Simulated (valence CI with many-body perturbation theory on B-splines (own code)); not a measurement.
# Level structure of Rb³²⁺

Calculated by valence CI with perturbative core correlation (CI+MBPT): three valence electrons over a frozen Dirac-Fock core [He], a basis of 11 s, 11 p, 10 d, 8 f, 5 g, 2 h functions for each j, with the one-electron correlation potential Σ1, the two-electron term Σ2, the three-electron term Σ3, Breit, model QED; selected CI, second order for the rest, scaled by the run's own slope (own B-spline code, finite nucleus).

No measured spectrum was set against this ion. As an estimate, large intervals hold to a few tenths of a per cent, small ones and those within an open d or f shell to about a per cent.

Levels 1 to 45 of 211, with energies above the lowest level, (2s^2 2p1/2) J=1/2. "Leading %" is the weight of the configuration and term that name the level; weights of strongly mixed levels are sums over their largest components and can fall short. In the jj column 3d3/2^4 stands for four electrons in 3d with j = 3/2. Lifetimes count E1, E2, E3, M1 and M2 decay at the calculated energies, and are blank where another channel may lead or the interval is too uncertain; long ones can be off by a factor of two.

```
No.  Configuration  Term    J  E (eV)  Leading %   Second component  Lifetime              Leading jj
  1         2s2 2p   2P°  1/2     0.0         99                                    2s^2 2p1/2 (99 %)
  2         2s2 2p   2P°  3/2    68.8         98                       655 ns       2s^2 2p3/2 (98 %)
  3         2s 2p2    4P  1/2    90.5         80     15 % 2s 2p2 2S    666 ps       2s 2p1/2^2 (85 %)
  4         2s 2p2    4P  3/2   135.8         97                      7.26 ns   2s 2p1/2 2p3/2 (97 %)
  5         2s 2p2    4P  5/2   154.3         67     33 % 2s 2p2 2D    927 ps   2s 2p1/2 2p3/2 (88 %)
  6         2s 2p2    2D  3/2   189.1         80     19 % 2s 2p2 2P   17.8 ps   2s 2p1/2 2p3/2 (95 %)
  7         2s 2p2    2P  1/2   197.7         73     14 % 2s 2p2 2S   9.02 ps   2s 2p1/2 2p3/2 (82 %)
  8         2s 2p2    2D  5/2   224.8         67     33 % 2s 2p2 4P   64.0 ps       2s 2p3/2^2 (88 %)
  9         2s 2p2    2S  1/2   270.9         71     22 % 2s 2p2 2P   10.8 ps       2s 2p3/2^2 (94 %)
 10         2s 2p2    2P  3/2   272.3         80     17 % 2s 2p2 2D   6.98 ps       2s 2p3/2^2 (92 %)
 11            2p3   4S°  3/2   295.4         47       33 % 2p3 2P°   11.5 ps    2p1/2^2 2p3/2 (92 %)
 12            2p3   2D°  3/2   348.7         54       42 % 2p3 4S°   9.66 ps    2p1/2 2p3/2^2 (94 %)
 13            2p3   2D°  5/2   361.5        100                      12.4 ps   2p1/2 2p3/2^2 (100 %)
 14            2p3   2P°  1/2   387.1         99                      7.13 ps    2p1/2 2p3/2^2 (99 %)
 15            2p3   2P°  3/2   440.8         62       27 % 2p3 2D°   6.53 ps          2p3/2^3 (97 %)
 16         2s2 3s    2S  1/2  2231.9         96                      78.3 fs          2s^2 3s (96 %)
 17         2s2 3p   2P°  1/2  2266.5         94                      1.35 ps       2s^2 3p1/2 (94 %)
 18         2s2 3p   2P°  3/2  2285.7         90                       846 fs       2s^2 3p3/2 (90 %)
 19       2s 2p 3s   4P°  1/2  2299.9         91   6 % 2s 2p 3s 2P°   80.5 fs      2s 2p1/2 3s (97 %)
 20       2s 2p 3s   4P°  3/2  2311.1         75  19 % 2s 2p 3s 2P°   73.2 fs      2s 2p1/2 3s (86 %)
 21         2s2 3d    2D  3/2  2316.3         96                      10.4 fs       2s^2 3d3/2 (96 %)
 22       2s 2p 3s   2P°  1/2  2322.2         93   4 % 2s 2p 3s 4P°    114 fs      2s 2p1/2 3s (92 %)
 23         2s2 3d    2D  5/2  2322.3         96                      11.4 fs       2s^2 3d5/2 (96 %)
 24       2s 2p 3p    4D  1/2  2329.7         74   20 % 2s 2p 3p 2P    117 fs   2s 2p1/2 3p1/2 (99 %)
 25       2s 2p 3p    4D  3/2  2339.7         57   20 % 2s 2p 3p 2P    111 fs   2s 2p1/2 3p1/2 (90 %)
 26       2s 2p 3p    4P  1/2  2355.1         62   20 % 2s 2p 3p 2S   88.9 fs   2s 2p1/2 3p1/2 (91 %)
 27       2s 2p 3p    4P  3/2  2355.8         28   22 % 2s 2p 3p 4D   81.4 fs   2s 2p1/2 3p3/2 (97 %)
 28       2s 2p 3p    2P  1/2  2363.9         50   17 % 2s 2p 3p 4P   30.3 fs   2s 2p1/2 3p3/2 (87 %)
 29       2s 2p 3p    4D  5/2  2365.0         67   16 % 2s 2p 3p 2D    947 fs   2s 2p1/2 3p3/2 (88 %)
 30       2s 2p 3s   4P°  5/2  2367.3         97                      52.9 fs      2s 2p3/2 3s (97 %)
 31       2s 2p 3p    2D  3/2  2369.2         53   21 % 2s 2p 3p 4S   35.9 fs   2s 2p1/2 3p3/2 (92 %)
 32       2s 2p 3d   4F°  3/2  2376.8         79  12 % 2s 2p 3d 2D°   61.7 fs   2s 2p1/2 3d3/2 (98 %)
 33       2s 2p 3s   2P°  3/2  2380.4         84  14 % 2s 2p 3s 4P°   71.3 fs      2s 2p3/2 3s (97 %)
 34       2s 2p 3d   4F°  5/2  2384.7         72  17 % 2s 2p 3d 4D°   32.4 fs   2s 2p1/2 3d3/2 (54 %)
 35       2s 2p 3d   4P°  5/2  2392.0         42  24 % 2s 2p 3d 2D°   15.3 fs   2s 2p1/2 3d5/2 (68 %)
 36       2s 2p 3d   4D°  3/2  2395.4         48  27 % 2s 2p 3d 4P°   9.21 fs   2s 2p1/2 3d3/2 (65 %)
 37       2s 2p 3d   4D°  1/2  2395.8         72  19 % 2s 2p 3d 2P°   7.40 fs   2s 2p1/2 3d3/2 (89 %)
 38       2s 2p 3d   4F°  7/2  2396.9         57  27 % 2s 2p 3d 4D°   16.4 fs   2s 2p1/2 3d5/2 (90 %)
 39       2s 2p 3d   2D°  3/2  2406.1         48  37 % 2s 2p 3d 2P°   14.0 fs   2s 2p1/2 3d5/2 (60 %)
 40       2s 2p 3p    4P  3/2  2406.2         51   17 % 2s 2p 3p 2P    100 fs   2s 2p3/2 3p1/2 (97 %)
 41       2s 2p 3d   2F°  5/2  2407.9         65  12 % 2s 2p 3d 4P°   13.9 fs   2s 2p1/2 3d5/2 (81 %)
 42       2s 2p 3p    2D  5/2  2408.9         39   36 % 2s 2p 3p 4P   57.5 fs   2s 2p3/2 3p1/2 (94 %)
 43       2s 2p 3s   2P°  1/2  2416.7         94                      54.8 fs      2s 2p3/2 3s (91 %)
 44       2s 2p 3p    4D  7/2  2418.6        100                      21.1 ps  2s 2p3/2 3p3/2 (100 %)
 45       2s 2p 3s   2P°  3/2  2418.8         87   7 % 2s 2p 3s 4P°    110 fs      2s 2p3/2 3s (88 %)
```

The ionisation energy to 2s2 1S_0 of the next ion comes out as 3989.6 eV (NIST: 3988 ± 3 eV (semi-empirical)). All 211 levels together are meant to be complete up to 3257.8 eV.
